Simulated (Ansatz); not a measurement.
Consider the atomization: `N[SiH2]S[SiH3]` → 7 H• + N• + S• + 2 Si•.

Computed with Ansatz on PBE0-D4/def2-TZVP structures; ΔE is electronic, products minus reactants. CBS: MP2 limit from def2 TZ/QZ plus the TZ coupled-cluster correction, frozen cores. This one scheme is used for every species, atoms too. Functionals use def2-TZVPP. B3LYP here is the variant with VWN-RPA as its local correlation; programs differ in this. No spin–orbit coupling; open shells (•) take unrestricted orbitals. Spin–orbit coupling would lower the free atoms: a little for S, Si. Each species was taken in one conformer, which may not be the lowest.

Problem. What is ΔE at CCSD(T)/CBS? (Estimate.)

Solution. The calculation gave: +3476.1 kJ/mol.

Problem. What do these levels give: PBE-D4, r2SCAN-D4, PBE0-D4, ωB97X-V, r2SCAN, B3LYP, HF/def2-TZVPP, CCSD/def2-TZVPP, CCSD(T)/def2-TZVPP, HF/CBS(def2), MP2/CBS(def2), CCSD/CBS(def2)? (Estimate.)

Solution. Ansatz gave: PBE-D4 3459.8, r2SCAN-D4 3459.3, PBE0-D4 3432.5, ωB97X-V 3500.9, r2SCAN 3453.0, B3LYP 3422.6, HF/def2-TZVPP 2523.5, CCSD/def2-TZVPP 3322.6, CCSD(T)/def2-TZVPP 3364.7, HF/CBS(def2) 2532.3, MP2/CBS(def2) 3481.4, CCSD/CBS(def2) 3434.0 kJ/mol.

Largest T1 diagnostic among the species: 0.012.

In def2-TZVPP, CCSD(T) changes the Hartree–Fock value by +841.2 kJ/mol (the triples alone add +42.1 kJ/mol) and MP2 by +846.5 kJ/mol; breaking electron pairs costs correlation energy, which Hartree–Fock lacks. From PBE to PBE0 (25 % exact exchange), in def2-TZVPP and without D4, ΔE moves by −23.3 kJ/mol: exact exchange takes away binding that semilocal exchange gives to molecules.

For atomizations the MP2-based limit and the directly extrapolated one differ by several kJ/mol either way, and by 10 to 25 for some Ge, Se and Sn compounds, so smaller differences from it don't rank the levels.
